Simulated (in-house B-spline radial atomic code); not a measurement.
Response of C III (C2+) as one setting changes: the share of exact exchange in a PBE hybrid. A dash marks a strongly mixed or unbound state. Computed with a B-spline radial code for spherical atoms: linear response of the closed shell [He] 2s2 with the functional's adiabatic kernel; non-relativistic, point nucleus, no spin-orbit coupling, no double excitations, S, P, D and F terms only.

```csv
share of exact exchange in a PBE hybrid,lowest 1P (eV),"lowest 3P, Tamm-Dancoff (eV)",minus highest occupied level (eV),α (bohr³)
0,2s → 2p 11.970,2s → 2p 5.732,40.36,4.218
0.1,2s → 2p 11.938,2s → 2p 5.688,41.03,4.241
0.2,2s → 2p 11.907,2s → 2p 5.645,41.70,4.265
0.3,2s → 2p 11.876,2s → 2p 5.602,42.37,4.289
0.4,2s → 2p 11.845,2s → 2p 5.560,43.04,4.314
0.5,2s → 2p 11.814,2s → 2p 5.517,43.71,4.338
0.6,2s → 2p 11.783,2s → 2p 5.475,44.38,4.364
0.7,2s → 2p 11.752,2s → 2p 5.433,45.05,4.389
0.8,?,?,?,?
0.9,?,?,?,?
1,2s → 2p 11.659,2s → 2p 5.308,47.05,4.469
```

Q: What belongs in the row for 0.9?

A: lowest 1P (eV): 2s → 2p 11.690; lowest 3P, Tamm-Dancoff (eV): 2s → 2p 5.349; minus highest occupied level (eV): 46.38; α (bohr³): 4.442.

Q: What belongs in the row for 0.8?

A: lowest 1P (eV): 2s → 2p 11.720; lowest 3P, Tamm-Dancoff (eV): 2s → 2p 5.391; minus highest occupied level (eV): 45.72; α (bohr³): 4.415.
